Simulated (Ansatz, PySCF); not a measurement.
Reaction R1 → 2 P1 + P2, each structure at its B3LYP-D3(BJ)/def2-TZVP stationary point, reached from a drawn start (curvature not checked).
R1: SO2 (SMILES O=[S+][O-]), charge 0, multiplicity 1.
P1: O atom, charge 0, multiplicity 3.
P2: S atom, charge 0, multiplicity 3.

P less R. No zero-point or thermal terms; singlets are restricted closed shells; open shells are unrestricted; no spin–orbit coupling.

Frozen-core correlation throughout.

Run with Ansatz (a program for electronic structure); PySCF for M06-2X. All values are computed, each at the level named.

```csv
level,reaction energy (kcal/mol)
HF/cc-pV(T+d)Z,105.84
B97M-V/def2-TZVPP,256.30
M06-2X/def2-TZVPP,250.75
wB97M-V/def2-TZVPP,256.69
MP2/cc-pV(Q+d)Z,276.77
SCS-MP2/cc-pV(D+d)Z,215.25
SCS-MP2/cc-pV(T+d)Z,255.75
CCSD/cc-pV(D+d)Z,192.58
CCSD/cc-pV(T+d)Z,(withheld)
```

**Question.** Some entries are withheld; supply them.

**Answer.** 
- CCSD/cc-pV(T+d)Z, reaction energy (kcal/mol): 226.58
